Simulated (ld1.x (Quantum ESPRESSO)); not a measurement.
## S: one change to a PAW potential, before and after

```
Element                 : S
Generator               : ld1.x (Quantum ESPRESSO) 7.5
Type                    : PAW
Functional              : PBEsol
Relativity              : non-relativistic
Frozen core             : [He]
Valence charge          : 14
Reference configuration : 2s2 2p6 3s2 3p4
Partial waves           : 2s (bound): rcut 0.65, rcutus 0.75 bohr; 3s (bound): rcut 0.65, rcutus 0.75 bohr; 2p (bound): rcut 0.80, rcutus 1.00 bohr; 3p (bound): rcut 0.80, rcutus 1.00 bohr; 3d channel at 0.05 Ry: rcut 0.70, rcutus 0.75 bohr
Local potential         : all-electron potential smoothed inside 0.90 bohr (lloc = -1)
Core correction         : Bessel-smoothed model core inside 0.50 bohr
Augmentation charge     : PSQ, inside the norm-conserving radii
```

All-electron outer shells of the reference configuration (PBEsol, non-relativistic, ld1.x):

```json
{"shell": "1s", "level (eV)": "-2393.40", "outermost node (bohr)": "–", "outermost maximum (bohr)": "0.06"}
{"shell": "2s", "level (eV)": "-209.97", "outermost node (bohr)": "0.13", "outermost maximum (bohr)": "0.39"}
{"shell": "2p", "level (eV)": "-156.30", "outermost node (bohr)": "–", "outermost maximum (bohr)": "0.33"}
{"shell": "3s", "level (eV)": "-17.08", "outermost node (bohr)": "0.60", "outermost maximum (bohr)": "1.42"}
{"shell": "3p", "level (eV)": "-6.99", "outermost node (bohr)": "0.58", "outermost maximum (bohr)": "1.61"}
```

Change: waves 2s (bound): rcut 0.50, rcutus 0.54 bohr; 3s (bound): rcut 0.50, rcutus 0.54 bohr.

Cutoffs: the cutoffs (Ry, on a coarse ladder) from which the occupation-weighted sum of valence levels, in a spherical-Bessel basis at the reference potential, stays within 10 and 1 mRy of its value at 400 Ry; they do not see the model core or the augmentation charge, which bear on the density cutoff. Errors are all-electron minus pseudo energies relative to the spin-unpolarised reference configuration.

**Question.** Predict the effect on cutoff, ghosts and configuration errors.

**Answer.** The potential gets harder (140 Ry and 200 Ry → 160 Ry and 230 Ry); of the 7 tests that both files solve, the error grows in 3 and shrinks in 0 by more than 15 % and 0.3 meV (median size 1.1 → 1.1 meV); neither file shows a bound ghost. A smaller radius makes the pseudo-wave follow the all-electron one further in, where it bends more sharply, so more plane waves are needed. That the errors move this way runs against the usual rule that smaller radii transfer better.

| quantity | base | changed |
| --- | --- | --- |
| cutoff, loose | 140 Ry | 160 Ry |
| cutoff, tight | 200 Ry | 230 Ry |
| bound ghosts | none | none |
| error for 2s2 2p6 3s2 3p3, meV [ΔE 11.75 eV] | -0.8 | -0.9 |
| error for 2s2 2p6 3s2 3p2, meV [ΔE 34.00 eV] | -3.3 | -3.9 |
| error for 2s2 2p6 3s2 3p1, meV [ΔE 68.01 eV] | -5.8 | -8.1 |
| error for 2s2 2p6 3s2 3p0, meV [ΔE 114.77 eV] | +1.7 | -5.3 |
| error for 2s2 2p6 3s0 3p6, meV [ΔE 20.42 eV] | -1.1 | -1.1 |
| error for 2s2 2p6 3s1 3p5, meV [ΔE 10.15 eV] | -0.3 | -0.3 |
| error for 2s2 2p6 3s2 3p4.3, meV [ΔE -1.70 eV] | 0.0 | 0.0 |
| s: phases at 1.10 bohr within 0.05 rad from the reference energy up to (Ry; the scan ends near 5) | to the end of the scan | to the end of the scan |
| p: phases at 1.10 bohr within 0.05 rad from the reference energy up to (Ry; the scan ends near 5) | 3.3 | 3.3 |
| d: phases at 1.10 bohr within 0.05 rad from the reference energy up to (Ry; the scan ends near 5) | to the end of the scan | to the end of the scan |
| lowest overlap eigenvalue by channel | s 0.29, p 0.84, d 0.97 | s 0.63, p 0.84, d 0.97 |
